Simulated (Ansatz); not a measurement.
```yaml
crystal:
  periodic: [false, false, false]
  atoms:
    - {symbol: B, position_ang: [0.055915, 1.154262, -0.168561]}
    - {symbol: N, position_ang: [0.399866, 0.292983, 0.829820]}
    - {symbol: Al, position_ang: [-0.284304, -1.097658, -0.037722]}
    - {symbol: Cl, position_ang: [1.072473, -2.275827, -1.153010]}
    - {symbol: H, position_ang: [-0.553572, 0.538334, -1.086235]}
    - {symbol: H, position_ang: [0.224403, 2.271505, -0.303324]}
    - {symbol: H, position_ang: [0.887677, 0.538485, 1.692497]}
    - {symbol: H, position_ang: [-1.715671, -1.651709, 0.147473]}
basis:
  gaussian: {orbitals: STO-3G}
magnetization: {spin_polarized: true, initial_magnetization: 2}
hamiltonian: {xc: {name: rPW86-PBE}}
```

```sh
$ ansatz run in.yaml --threads 2 --pin off --events-out ev --progress --plain --max-ram 4352MiB
```

Output, abridged:

```
Functional definition: rPW86-PBE
380 factors; integrals over basis functions are off by at most 4.3e-5 eV
mean field evaluation 1: about -21119.1365 eV, gradient 2.5e1 eV
mean field evaluation 2: about -21098.1258 eV, gradient 5.5e1 eV
mean field evaluation 4: about -21116.6114 eV, gradient 2.4e1 eV
mean field evaluation 8: about -21125.1236 eV, gradient 1.8e-1 eV
mean field evaluation 32: about -21125.0422 eV, gradient 6.5e-1 eV
mean field -21125.06886078 eV, -776.3319615478 hartree, gradient 9.9e-6 eV, S^2 2.004979; 8 other end points of the search recorded, 0 dependent functions left out
reference -21125.06893040 eV, -776.3319641064 hartree; 24, 22 occupied and 8, 10 virtual orbitals, 380 factors
Total energy: -21125.06893040 eV, -776.3319641064 hartree
```

It took 2.2 s on 2 threads of an Intel Xeon 6975P-C on a shared host, with 0.21 GiB of host memory at the peak.
